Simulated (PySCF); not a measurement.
# Molecular orbitals of SbSe

r²SCAN0 at R = 2.338 Å; PySCF, scalar-relativistic core potentials, basis sets Sb def2-TZVPP with ECP28, Se def2-TZVPP. State: ²Π (doublet), unpaired electrons π ↑. Only the outer orbitals are listed, counted within each symmetry, core potentials removing the inner ones.

```csv
spin,orbital,occ.,ε (eV),on Sb (%),main shells (%)
α,10σ,1,-19.69,23,"74 Se s, 19 Sb s"
α,11σ,1,-14.83,70,"68 Sb s, 21 Se s, 8 Se p"
α,12σ,1,-8.72,44,"54 Se p, 36 Sb p"
α,6π,1,-8.36,41,"59 Se p, 40 Sb p"
α,6π,1,-7.98,39,"60 Se p, 37 Sb p"
α,7π,1,-5.68,61,"59 Sb p, 38 Se p"
α,7π,0,-3.82,63,"61 Sb p, 36 Se p"
α,13σ,0,-0.30,74,"62 Sb p, 25 Se p, 10 Sb d"
α,8π,0,3.65,95,"85 Sb p, 10 Sb d"
β,10σ,1,-19.50,21,"76 Se s, 16 Sb s"
β,11σ,1,-13.98,71,"70 Sb s, 18 Se s, 11 Se p"
β,12σ,1,-8.52,46,"52 Se p, 35 Sb p, 10 Sb s"
β,6π,1,-8.02,27,"72 Se p, 24 Sb p"
β,6π,1,-7.46,25,"74 Se p, 22 Sb p"
β,7π,0,-3.47,75,"74 Sb p, 24 Se p"
β,7π,0,-2.60,77,"76 Sb p, 22 Se p"
β,13σ,0,0.05,74,"62 Sb p, 25 Se p, 9 Sb d"
```

Task: Which are the highest filled and the lowest empty level, where do they sit, and how wide is the gap?

Result: Highest filled α 7π at -5.68 eV (in %: 59 Sb p, 38 Se p); lowest empty α 7π at -3.82 eV (in %: 61 Sb p, 36 Se p); the gap at r²SCAN0 is 1.86 eV. Both belong to one degenerate shell, split only by its one-sided filling, so this is no excitation gap.

```
bond order (Mayer)                               : 2.21
⟨S²⟩                                             : 0.775
charge on Sb (Mulliken, basis-dependent)         : 0.33
charge on Sb (Löwdin, basis-dependent)           : 0.10
dipole moment (positive dipole means Sb(−)Se(+)) : -2.11 D
```

Spin–orbit coupling is left out. The state was picked by a PBE0 search and need not be the measured ground state.
